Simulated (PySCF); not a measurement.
Compound: C6H7NO.
SMILES with atom numbers: `[OH:1][CH2:2][c:3]1[cH:4][cH:5][cH:6][cH:7][n:8]1` (hydrogens: H9 on O1; H10, H11 on C2; H12 on C4; H13 on C5; H14 on C6; H15 on C7)

Theory: PBE0-D3(BJ)/def2-SVP geometry optimisation, gas phase in PySCF.

What internal coordinates does the optimisation give?

```
          bond  length (Å)     order
         O1–C2       1.382    single
         C2–C3       1.512    single
         C3–C4       1.399  aromatic
         C4–C5       1.389  aromatic
         C5–C6       1.396  aromatic
         C6–C7       1.390  aromatic
         C7–N8       1.333  aromatic
         C3–N8       1.330  aromatic
         O1–H9       0.976    single
C2–H10, C2–H11       1.110    single
        C4–H12       1.093    single
        C5–H13       1.093    single
        C6–H14       1.092    single
        C7–H15       1.095    single
```

Bonds in one row agree within 0.01 Å and their mean is given. Orders are formal, as drawn. A selection of angles:
```
     angle  degrees
  C2–O1–H9    104.3
  O1–C2–C3    111.7
 O1–C2–H10    111.4
 C3–C2–H10    108.1
H10–C2–H11    105.8
  C2–C3–C4    123.0
  C2–C3–N8    114.8
  C4–C3–N8    122.2
  C3–C4–C5    118.6
 C3–C4–H12    120.3
 C5–C4–H12    121.2
  C4–C5–C6    119.1
 C4–C5–H13    120.4
 C6–C5–H13    120.5
  C5–C6–C7    118.1
 C5–C6–H14    121.4
 C7–C6–H14    120.5
  C6–C7–N8    122.8
 C6–C7–H15    120.7
 N8–C7–H15    116.5
  C3–N8–C7    119.3
```

Torsions: O1–C2–C3–C4 180° (antiperiplanar); H9–O1–C2–C3 0° (synperiplanar).

H9 on O1 lies 1.91 Å from N8, 4 bonds away (angle at H 124°; Bondi radii sum to 2.75 Å). The 8 heavy atoms lie in one plane (0.002 Å rms). The 6-membered ring C3–C4–C5–C6–C7–N8 has internal angles of 118.1° to 122.8°; it is planar, 0.00 Å rms from its mean plane, widest ring torsion 0°. The 5 C–C bonds span 1.389 Å (C4–C5, aromatic) to 1.512 Å (C2–C3, drawn single), a spread of 0.123 Å. N8 (pyridine-type nitrogen) is bent (angle 119.3°).

Point group: Cs (tolerance 0.08 Å). Not checked by PBE0-D3(BJ)/def2-SVP frequencies. The numbers are those of one conformer (H–O1–C2–C3 0°, O1–C2–C3–C4 180°).
